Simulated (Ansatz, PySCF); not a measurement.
This PySCF input computes a B3LYP/def2-TZVPD energy:

```python
from pyscf import gto, scf, dft

mol = gto.M(
    atom='''
    Na   -0.00000000   -0.00000000   -0.91722285
    O     0.00000000    0.00000000    1.01503037
    H     0.00000000    0.00000000    1.96920848
    ''',
    basis='def2-tzvpd',
    charge=0,
    spin=0,
    verbose=4,
)

mf = dft.RKS(mol, xc='b3lyp').density_fit(auxbasis='def2-universal-jkfit')
mf.grids.level = 3
mf.conv_tol = 1e-9
mf.max_cycle = 100
mf.max_memory = 1500
mf.kernel()
if not mf.converged:
    mf = mf.newton()
    mf.kernel(mf.make_rdm1())
mf.analyze()
```

Write an input for the same energy in Ansatz (a quantum-chemistry and plane-wave program) and say what it gives.


Ansatz 0.2 input:
```yaml
crystal:
  periodic: [false, false, false]
  atoms:
    - {symbol: Na, position_ang: [-0.00000000, -0.00000000, -0.91722285]}
    - {symbol: O, position_ang: [0.00000000, 0.00000000, 1.01503037]}
    - {symbol: H, position_ang: [0.00000000, 0.00000000, 1.96920848]}
basis:
  gaussian:
    orbitals: def2-TZVPD
hamiltonian:
  xc: {name: B3LYP}
output: {forces: true}
```
It gives -238.18080 Eh, and PySCF -238.18084 Eh, a difference of 0.04 mEh, from the treatment of integrals and grids.
